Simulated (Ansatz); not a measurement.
Born–Oppenheimer molecular dynamics of GaH₅S (7 atoms, charge 0, multiplicity 1). It starts at the highest image of a converged band, a first-order saddle point between two minima.

Level of theory: Ansatz 0.2.0, RKS PBE0/def2-SVP.

```json
{
 "ensemble": "NVE (velocity Verlet)",
 "time step": "0.5 fs",
 "steps asked": "200",
 "starting velocities drawn for": "300 K",
 "seed": "11837"
}
```

First frame:

```xyz
7
Properties=species:S:1:pos:R:3
Ga 0.099 -0.238 -0.109
H -0.114 -0.079 1.608
H 1.548 0.220 -0.437
H -1.275 -0.025 -0.810
S 0.273 -2.570 0.680
H -1.057 -2.802 0.632
H 0.027 -1.170 1.519
```

(1) What does the run give?

(2) What happens to the structure?

(3) How do temperature and energy run in time?

Answers

(1) The run went to its last step.

```
steps done                                               : 200
time covered                                             : 100 fs
mean temperature over the second half                    : 1389 K
spread of the potential energy over the second half      : 11.9 meV per atom
mean potential energy of the second half above the start : -100.5 meV per atom
```

The conserved energy stayed within 0.23 meV per atom of its start (net change 0.13 meV per atom), so the integration is sound. The kinetic energy rose, since the run started high on the potential surface and went downhill. It ends in pieces (GaH3S + H2), so much of that is their flight and rotation, not heat. A run of 0.1 ps of so small a system gives no equilibrium averages. The orbitals stay closed-shell, which can raise the energy where a bond breaks towards radicals; this wasn't checked here.

(2) Between its relaxed ends the band would form H2–H7 and break Ga1–H2, S5–H7. These pairs go: H2–H7 1.10 → 0.81 Å, Ga1–H2 1.74 → 7.12 Å, S5–H7 1.65 → 8.59 Å. In the last frame they stand as after the step (other bonds may differ from the relaxed reactants and products). Also parted: Ga1–H7 1.88 → 7.61 Å. It ends as GaH3S + H2. Pairs count as bonded within 1.25 times the sum of covalent radii (0.12 Å more for H–H). This is one draw of velocities; another would differ in detail.

(3) 
| time (fs) | T (K) | potential energy less start (eV) | conserved less start (meV/atom) |
| --- | --- | --- | --- |
| 0.0 | 300 | 0.000 | 0.00 |
| 3.0 | 173 | 0.083 | 0.12 |
| 6.0 | 164 | 0.088 | 0.05 |
| 9.0 | 123 | 0.115 | 0.09 |
| 12.0 | 160 | 0.091 | 0.08 |
| 15.0 | 284 | 0.011 | 0.07 |
| 18.0 | 403 | -0.066 | 0.08 |
| 21.0 | 618 | -0.205 | 0.06 |
| 24.0 | 1003 | -0.454 | 0.04 |
| 27.0 | 1205 | -0.584 | 0.14 |
| 30.0 | 1464 | -0.753 | -0.05 |
| 33.0 | 1552 | -0.810 | -0.05 |
| 36.0 | 1482 | -0.764 | 0.06 |
| 39.0 | 1390 | -0.703 | 0.17 |
| 42.0 | 1459 | -0.749 | -0.04 |
| 45.0 | 1429 | -0.730 | -0.03 |
| 48.0 | 1534 | -0.797 | -0.02 |
| 51.0 | 1523 | -0.790 | 0.11 |
| 54.0 | 1445 | -0.739 | 0.13 |
| 57.0 | 1440 | -0.737 | -0.05 |
| 60.0 | 1361 | -0.686 | -0.10 |
| 63.0 | 1210 | -0.588 | 0.07 |
| 66.0 | 1227 | -0.598 | 0.13 |
| 69.0 | 1208 | -0.586 | 0.15 |
| 72.0 | 1346 | -0.677 | -0.07 |
| 75.0 | 1493 | -0.772 | -0.13 |
| 78.0 | 1480 | -0.762 | 0.07 |
| 81.0 | 1520 | -0.787 | 0.18 |
| 84.0 | 1563 | -0.816 | 0.08 |
| 87.0 | 1533 | -0.798 | -0.09 |
| 90.0 | 1484 | -0.766 | -0.11 |
| 93.0 | 1355 | -0.681 | 0.07 |
| 96.0 | 1186 | -0.571 | 0.23 |
| 99.0 | 1206 | -0.585 | 0.04 |

Time of the run: 7.1 min on 1 thread of Arm Neoverse V1, on a shared host, peak memory 0.17 GiB.
